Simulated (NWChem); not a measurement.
Species: CH₃Se₂, doublet; SMILES [Se][Se]C

All runs: NWChem. Spin-unrestricted. In the optimisation the excess spin sits in a" (Cs, its own frame). Geometry: optimised at PBE0/def2-SVP, spin-unrestricted. No stability test was run on the SCF state. Total energies compare along this basis series because the functional is fixed.

```
level                 basis functions  energy (Ha)  highest occupied level (eV)  lowest empty minus highest occupied level, either spin (eV)  dipole (D)  relative time
--------------------  ---------------  -----------  ---------------------------  -----------------------------------------------------------  ----------  -------------
CAM-B3LYP/STO-3G                   44   -4789.2842                        -5.14                                                         5.60        1.89              1
CAM-B3LYP/def2-SVP                 93   -4842.6180                        -7.54                                                         5.18        2.18              8
CAM-B3LYP/def2-SVPD               126   -4842.6263                        -7.71                                                         5.08        2.35             20
CAM-B3LYP/def2-TZVP               145   -4843.2577                        -7.67                                                         5.13        2.34             40
CAM-B3LYP/def2-TZVPD              178   -4843.2591                        -7.71                                                         5.11        2.33            100
CAM-B3LYP/def2-TZVPP              169   -4843.2590                        -7.67                                                         5.13        2.33             70
```

Times are rough ratios from one shared machine.
